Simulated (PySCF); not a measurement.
**How methods differ on the ionisation energy of Tm⁵¹⁺**

Tm⁵¹⁺ [Ar] → Tm⁵²⁺ [Ne] 3s2 3p5 [3p1/2^2 3p3/2^3, M_J = 3/2], as a difference of total energies. Computed with PySCF 2.14 in an even-tempered Gaussian basis (18 s from 14 bohr⁻², ratio 2.4; 14 p from 18 bohr⁻², ratio 2.4; 4 d from 67 bohr⁻², ratio 2.6; 4 f from 100 bohr⁻², ratio 2.6), with the two-component X2C-1e Hamiltonian. Correlated levels: 1s2 frozen; the 54 highest virtual spinors dropped. "Screened" scales the spin-orbit matrix elements by Boettger's factors to mimic the two-electron term; Breit and QED terms are absent.

| method | ionisation energy (eV) |
| --- | --- |
| GHF (spin-free) | 4890.0 |
| GMP2 (spin-free) | 4891.0 |
| GHF (screened spin-orbit) | 4814.9 |
| GMP2 (screened spin-orbit) | 4815.8 |

Breit and QED terms and the two-electron picture change are absent.

The spin-free rows lack the spin-orbit shift.

For comparison: 4812 ± 4 eV (theoretical estimate listed by NIST; NIST Atomic Spectra Database, ionization energies).
